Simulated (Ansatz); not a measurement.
Ansatz (an electronic-structure program) input:

Ansatz 0.2 input:
```yaml
crystal:
  periodic: [false, false, false]
  atoms:
    - {symbol: C, position_ang: [-0.52464911, -1.50995337, -1.54678688]}
    - {symbol: Sn, position_ang: [0.00009412, -0.10832992, -0.08948703]}
    - {symbol: C, position_ang: [-0.07377967, 1.95420770, -0.87000801]}
    - {symbol: C, position_ang: [-1.45981238, -0.05784254, 1.56425291]}
    - {symbol: C, position_ang: [1.89787022, 0.02991309, 1.10534447]}
    - {symbol: H, position_ang: [-0.50572531, -2.51758736, -1.10794239]}
    - {symbol: H, position_ang: [0.20958828, -1.47919421, -2.36423302]}
    - {symbol: H, position_ang: [0.11773082, 2.67577583, -0.07184797]}
    - {symbol: H, position_ang: [-1.05802742, 2.15045300, -1.29914662]}
    - {symbol: H, position_ang: [0.67620702, 2.09432731, -1.65206706]}
    - {symbol: H, position_ang: [-2.46160624, 0.11293175, 1.16593018]}
    - {symbol: H, position_ang: [-1.46143028, -1.00879833, 2.10222165]}
    - {symbol: H, position_ang: [-1.21571362, 0.74006596, 2.27005324]}
    - {symbol: H, position_ang: [2.04186544, -0.88346023, 1.68803266]}
    - {symbol: H, position_ang: [2.75418274, 0.15058333, 0.43700434]}
    - {symbol: H, position_ang: [1.86044799, 0.88344973, 1.78953167]}
basis:
  gaussian:
    orbitals: STO-3G
total_charge: -1
magnetization: {spin_polarized: false}
correlation: {method: ccsd_t, electrons: outside_noble_gas}
```

Question: Which total energy does the run end on?

Answer: -6119.44767 Eh (CCSD(T)/STO-3G). The basis has 58 functions.

It need not be the lowest isomer of its formula. Whether it binds its extra electron was not tested at this geometry.
